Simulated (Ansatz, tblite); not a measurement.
Removing and adding an electron: the cluster W3S8 (the lowest singlet isomer of a short search). Total charge 0; singlet. Geometry: PBE0-D4/def2-SVP. Ansatz, gas phase; energy differences of separate SCF runs; the oxidised species was run as a doublet alone; the reduced species was run as a doublet alone.

```xyz
11

W     1.8380    1.1588   -0.0304
W    -2.0980   -0.1384   -0.5470
W     0.3612   -1.3470    0.6328
S    -2.2723    0.6689   -2.5053
S     1.9504    2.0700   -1.9472
S     0.3295   -2.0375    2.6250
S    -0.3960    0.9081    0.7408
S     2.5057   -1.0626   -0.1703
S     3.0294    2.1955    1.3903
S    -3.9610   -0.1029    0.4730
S    -1.2868   -2.3127   -0.6617
```

In the def2 sets W takes a core potential; there is no spin–orbit coupling. The xTB rows come from tblite. HOMO above LUMO, or a gap near zero within one spin, warns that the state may not be the lowest or that an electron is smeared out. The structure comes from a short search, and lower isomers may exist.

| level | −HOMO (eV) | vertical IE (eV) | −LUMO (eV) | vertical EA (eV) | HOMO–LUMO gap (eV) | IE − EA (eV) | remarks |
| --- | --- | --- | --- | --- | --- | --- | --- |
| GFN1-xTB | 11.06 | 13.15 | 10.04 | 7.91 | 1.02 | 5.23 | – |
| GFN2-xTB | 11.63 | 13.44 | 11.48 | 9.61 | 0.15 | 3.84 | – |
| PBE-D4/def2-SVP | 6.46 | 8.42 | 5.74 | 3.85 | 0.72 | 4.57 | gap within one spin near zero (+1 doublet) |
| PBE0-D4/def2-SVP | 7.57 | 8.93 | 5.32 | 4.17 | 2.25 | 4.76 | restricted SCF unstable in HF (singlet) |

   Raw xTB energy differences between charge states are shifted by several eV; the methods need an empirical correction for them. Sets without diffuse functions give affinities that are too small.
